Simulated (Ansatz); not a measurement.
`OCB(O)O` + `CC(C)[TeH]` → `CC(C)[Te]B(O)O` + CH₃OH  (ligand exchange at a B–C bond)

Isolated molecules relaxed with PBE0-D4/def2-TZVP in Ansatz; ΔE leaves out vibrations. CCSD(T)/CBS adds triple-zeta CCSD(T) − MP2 to the extrapolated MP2 energy (def2 sets, frozen cores). This one scheme is used for every species. Functionals use def2-TZVPP. B3LYP here is the variant with VWN-RPA as its local correlation; programs differ in this. def2 core potentials past Kr. For Te outer-core shells are correlated without core-valence functions, which leaves a few kJ/mol of doubt a bond. Each species was taken in one conformer, which may not be the lowest.

`OCB(O)O`:

Cartesian coordinates in Å:
```
O 1.473 -0.481 0.652
C 0.691 0.533 0.028
B -0.752 -0.063 -0.220
O -1.035 -1.337 0.157
O -1.701 0.710 -0.812
H 2.357 -0.150 0.819
H 1.133 0.851 -0.927
H 0.621 1.431 0.657
H -0.253 -1.736 0.557
H -2.536 0.244 -0.911
```

`CC(C)[TeH]`:

Cartesian coordinates in Å:
```
C 0.230 -1.239 0.753
C -0.151 0.167 0.333
C 0.710 0.689 -0.797
Te -2.253 0.141 -0.207
H -0.376 -1.598 1.588
H 0.121 -1.944 -0.076
H 1.278 -1.261 1.068
H -0.095 0.836 1.193
H 0.623 0.054 -1.682
H 0.436 1.705 -1.084
H 1.762 0.698 -0.489
H -2.284 1.752 -0.601
```

`CC(C)[Te]B(O)O`:

Z-matrix (Å, degrees):
```
C
C 1 1.513
H 1 1.093 2 111.2
H 1 1.090 2 111.6 3 121.2
H 1 1.097 2 109.6 3 -119.2
C 2 1.515 1 112.8 3 60.2
Te 2 2.176 1 111.2 3 -62.0
H 2 1.091 1 110.2 3 -175.9
H 6 1.092 2 112.1 1 177.8
H 6 1.095 2 109.7 1 57.8
H 6 1.094 2 111.4 1 -60.9
B 7 2.175 2 95.9 1 -73.1
O 12 1.364 7 122.9 2 178.7
O 12 1.358 7 118.4 2 -1.7
H 13 0.958 12 115.0 7 -0.7
H 14 0.963 12 111.7 7 -179.5
```

CH₃OH:

```xyz
6

C    -0.177    0.066   -0.302
O     0.043   -0.472    0.982
H    -1.171   -0.256   -0.617
H     0.548   -0.299   -1.039
H    -0.158    1.163   -0.304
H     0.914   -0.203    1.279
```

Is it downhill or uphill in electronic energy at CCSD(T)/CBS, and by how much? (Best estimate.)

Ansatz gave: Downhill: ΔE = -29.2 kJ/mol.

What do these levels give: r2SCAN, B3LYP, HF/def2-TZVPP, CCSD/def2-TZVPP, HF/def2-QZVPP, CCSD/CBS(def2)? (An estimate is asked.)

The calculation gave: r2SCAN -25.9, B3LYP -18.6, HF/def2-TZVPP -15.6, CCSD/def2-TZVPP -22.7, HF/def2-QZVPP -15.7, CCSD/CBS(def2) -25.5 kJ/mol.

Largest T1 diagnostic among the species: 0.012.

In def2-TZVPP, CCSD(T) changes the Hartree–Fock value by −10.8 kJ/mol (the triples alone add −3.7 kJ/mol) and MP2 by −20.2 kJ/mol. The D4 term adds −6.0 kJ/mol with B3LYP and −3.5 kJ/mol with PBE0; it sums over pairs of atoms, weighted by their polarisabilities, and B3LYP, whose exchange is more repulsive, gets the larger term.
